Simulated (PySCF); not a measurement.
Constitutional and geometric isomers with formula CH5BSi. Isolated molecules, 0 K electronic values unless said otherwise. One relaxed conformer stands for each flexible species; it need not be the lowest. Strings in code marks are SMILES.

Computed with PBE-D3(BJ)/def2-TZVP // B3LYP-D3(BJ)/def2-TZVP run with PySCF. All candidates: neutral, multiplicity 1. 

```
Quantity          Value
-------------  --------
LUMO           -2.36 eV
dipole moment    0.96 D
HOMO           -5.95 eV
```

Problem. Name which member has these values.
(A) `CB=[SiH2]`
(B) `C=B[SiH3]`
(C) `B1C[SiH2]1`

Solution. C, `B1C[SiH2]1`. The others give `C=B[SiH3]`: -2.90 eV, 0.34 D, -5.68 eV; `CB=[SiH2]`: -3.12 eV, 2.49 D, -4.77 eV
